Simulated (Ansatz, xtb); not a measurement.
**C3H6BF3Si: which of two isomers lies lower**

Structure X is `FB(F)[C@@H]1CC[Si@@H]1F`, a singlet and structure Y is `C=C(CB(F)F)[SiH2]F`, a singlet. Both are isolated molecules in the gas phase, relaxed with B3LYP-D3(BJ)/def2-SVP; the shapes shown needn't be the lowest conformers.

X (Å):

```xyz
14

C    -0.0971    0.0718    0.1069
C     0.4884    1.4853    0.4733
C     0.4871    1.4444    2.0389
B     0.9411   -1.0592   -0.0758
F     0.6531   -2.1924   -0.7024
F     2.1708   -0.9595    0.4218
F    -0.5032   -1.3057    2.7399
Si   -0.7661    0.0610    1.8867
H    -0.8579    0.0454   -0.6869
H     1.4842    1.6723    0.0430
H    -0.1829    2.2769    0.1076
H     1.4456    1.0583    2.4202
H     0.2546    2.3871    2.5529
H    -2.2086    0.3873    2.0362
```

Y (Å):

```
atom    x (Å)    y (Å)    z (Å)
   C   1.4025  -0.3572   1.7310
   C   0.6615  -0.3662   0.6132
   C   0.1884  -1.6284  -0.0729
   B  -1.3764  -1.8106  -0.0113
   F  -2.0481  -2.3836  -0.9972
   F  -2.0647  -1.4802   1.0684
   F  -1.4410   0.8773  -0.7021
  Si   0.0779   1.2234  -0.1738
   H   1.6871   0.5746   2.2308
   H   1.7513  -1.2847   2.2014
   H   0.6356  -2.5206   0.4065
   H   0.5026  -1.6539  -1.1312
   H   0.8606   1.5934  -1.3838
   H   0.0263   2.3517   0.7900
```

Task: Estimate E(Y) − E(X) at the level CCSD(T)/def2-SVP + ΔMP2/def2-TZVPP.

Result: Calculated at CCSD(T)/def2-SVP + ΔMP2/def2-TZVPP: E(Y) − E(X) = +11.1 kcal/mol, so structure X lies lower.

Level by level:

```json
{"level": "B3LYP-D3(BJ)/def2-SVP", "geometry": "B3LYP-D3(BJ)/def2-SVP", "E(Y) − E(X) (kcal/mol)": "+9.1", "departure from the last row (kcal/mol)": "−2.0", "job, with rough time for the two": "optimisation, 2.6 min"}
{"level": "HF/def2-SVP", "geometry": "B3LYP-D3(BJ)/def2-SVP", "E(Y) − E(X) (kcal/mol)": "+5.4", "departure from the last row (kcal/mol)": "−5.7", "job, with rough time for the two": "part of the CCSD(T) run"}
{"level": "MP2/def2-SVP", "geometry": "B3LYP-D3(BJ)/def2-SVP", "E(Y) − E(X) (kcal/mol)": "+11.3", "departure from the last row (kcal/mol)": "+0.2", "job, with rough time for the two": "part of the CCSD(T) run"}
{"level": "CCSD(T)/def2-SVP", "geometry": "B3LYP-D3(BJ)/def2-SVP", "E(Y) − E(X) (kcal/mol)": "+8.3", "departure from the last row (kcal/mol)": "−2.8", "job, with rough time for the two": "single point"}
{"level": "CCSD(T)/def2-SVP + ΔMP2/def2-TZVPP", "geometry": "B3LYP-D3(BJ)/def2-SVP", "E(Y) − E(X) (kcal/mol)": "+11.1", "departure from the last row (kcal/mol)": "", "job, with rough time for the two": "single point, 93 s"}
```

As drawn, Y has 1 C=C, 1 Si–H in place of 1 C–C, 1 C–Si, 1 C–H. Structure X has a 4-membered ring, Y no ring.

None of the levels shown reverses the order. The largest departure from CCSD(T)/def2-SVP + ΔMP2/def2-TZVPP is that of HF/def2-SVP, 5.7 kcal/mol. Levels run at GFN2-xTB geometries aren't shown. The last row adds to CCSD(T) the change of the MP2 difference between the two basis sets, here +2.8 kcal/mol.

With thermal terms from frequencies at re-optimised GFN2-xTB minima (ideal gas, soft modes damped towards free rotors, one conformer each, 298.15 K, 1 atm): on the last row, ΔE + ΔZPE = +8.0, ΔH = +8.5, ΔG = +7.4 kcal/mol.

The correlated steps freeze 12 core orbitals. Mirror images aren't counted in ΔG. Codes used: Ansatz 0.2.0, xtb 6.7.1; the last row on 4 threads of Arm Neoverse V2 on a shared host.
